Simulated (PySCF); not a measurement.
C5H4F2O, SMILES O=C1C=C(F)C[C@H]1F.

Geometry optimised at ωB97X-D3(BJ)/def2-SVP. The structure was generated by enumeration; whether it is a known compound was not checked. One conformer was computed; it need not be the lowest.

Two levels are set side by side: TDA-PBE/def2-SVPD (PySCF) and TDA-LC-ωPBE/def2-SVPD (PySCF). Vertical, same geometry. The lowest singlet is HOMO→LUMO 100 % with PBE and HOMO→LUMO 87 % with the other functional; states are paired by order. Differences are taken from unrounded values.

| quantity | TDA-LC-ωPBE |
|---|---|
| lowest singlet excitation (eV) | 4.22 |
| lowest triplet excitation (TDA) (eV) | 3.65 |
| first bright state (f over 0.05) (eV) | 6.69 |
| its oscillator strength | 0.42 |

What does TDA-PBE give, and how far is it from TDA-LC-ωPBE? (Estimate from the structure and the level; the computed values follow.)


| quantity | TDA-PBE | TDA-PBE minus TDA-LC-ωPBE |
|---|---|---|
| lowest singlet excitation (eV) | 3.49 | -0.73 |
| lowest triplet excitation (TDA) (eV) | 3.08 | -0.57 |
| first bright state (f over 0.05) (eV) | 5.84 | -0.85 |
| its oscillator strength | 0.05 | -0.37 |

Functionals without exact exchange tend to place singlet excitations lower, as here. Differences between two approximate levels are no errors against the true value.

Rough cost on one machine, each run with all the roots and properties that it gave: TDA-LC-ωPBE against TDA-PBE about 3 times.
